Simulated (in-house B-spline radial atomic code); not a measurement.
How numerical settings move a run on Br, [Ar] 3d10 4s2 4p5. Computed with a B-spline radial code for spherical atoms: non-relativistic LC-wPBE, spin-polarised, spherical fractional occupations, point nucleus.

Command:
```bash
python run_scf.py task.json out
```
Settings of the sound reference run:
```
Z                35
electrons        35
configuration    [Ar] 3d10 4s2 4p5
hamiltonian      nr
method           lc_wpbe
spin_polarised   True
knot_spacing     0.22
spline_order     8
gauss_points     12
box_radius       50
max_iterations   70
damping          0.5
damped_steps     3
diis_vectors     10
tolerance        1e-08
start            Thomas-Fermi
```

Cost of the run: 0.59 s on 1 thread of AMD EPYC 9R45 96-Core Processor, with other jobs on the host.

It converges in 11 iterations to -2573.717664 hartree, with 4p down at -8.97228 eV. The other runs change the listed settings, some to values that make no sense; their results aren't properties of the atom or ion. Radii are in bohr (the nuclear one in fm), a minus after a letter asks for a j subshell, and «unchanged» means within 1e-8 hartree. The run stops when the residual is below 10 × tolerance × max(1, Z/10), or a noise floor if that is larger, and the energy moves by less than 1e-8 × √|E| hartree; so very loose and very tight tolerances often act alike.

| changed settings | outcome |
| --- | --- |
| hamiltonian = dirac, method = revtpss,revtpss, spin_polarised = False, nucleus = fermi, rms_radius = 4.1629, mass_number = 79, atomic_mass = 78.91834, speed_of_light = 137.036 | stopped with error: meta-GGAs are not served with the Dirac Hamiltonian |
| tolerance = 1e-13 | converged in 12 iterations, energy unchanged, 4p down level -1.6e-06 eV |
| electrons = 38, configuration = [Ar] 3d10 4s2 4p5 5s3, max_iterations = 50 | stopped with error: shell 5s holds at most 1 electrons (per spin) |
| spline_order = 4, gauss_points = 5, box_radius = 3, max_iterations = 75, damping = 0.2 | converged in 9 iterations, energy +1.45e+00 hartree from the reference, 4p down level +1.5e+01 eV (the program warns: 4p down has a positive eigenvalue: unbound, held by the box; 4p up has a positive eigenvalue: unbound, held by the box) |
| knot_spacing = 1.4, max_iterations = 75, damping = 0.95, start = bare nucleus | converged in 13 iterations, energy +1.55e+02 hartree from the reference, 4p down level -2.1e+00 eV (the program warns: 3s up reaches the box edge; 3s down reaches the box edge) |
| max_iterations = 2 | not converged after 2 iterations, last residual 1.2e-01, last energy +2.86e-01 hartree from the reference |
| diis_vectors = 4 | converged in 12 iterations, energy unchanged, 4p down level +2.9e-07 eV |
| max_iterations = 5 | not converged after 5 iterations, last residual 1.2e-03, last energy +4.04e-05 hartree from the reference |
| gauss_points = 5, max_iterations = 12, damped_steps = 0, diis_vectors = 20 | converged in 10 iterations, energy +2.60e-07 hartree from the reference, 4p down level -4.0e-06 eV |
| max_iterations = 8 | not converged after 8 iterations, last residual 2.8e-05, last energy +9.89e-08 hartree from the reference |
| diis_vectors = 2 | converged in 15 iterations, energy unchanged, 4p down level -1.1e-05 eV |
| electrons = 37, configuration = [Ar] 3d10 4s2 4p7, max_iterations = 50 | stopped with error: shell 4p holds at most 3 electrons (per spin) |

Q: What happens with gauss_points = 4, first_knot = 2.86e-05, max_iterations = 8, damping = 0.95?

A: Not converged after 8 iterations, last residual 1.3e-04, last energy +2.55e-06 hartree from the reference.

Q: What happens with diis_vectors = 1?

A: Not converged after 70 iterations, last residual 3.6e-06, last energy -1.00e-10 hartree from the reference.

Q: What happens with spline_order = 10, box_radius = 25, max_iterations = 50, damping = 0, tolerance = 1e-13?

A: Converged in 12 iterations, energy -2.84e-07 hartree from the reference, 4p down level +7.9e-05 eV.

Q: What happens with diis_vectors = 0?

A: Converged in 28 iterations, energy unchanged, 4p down level -7.9e-06 eV.
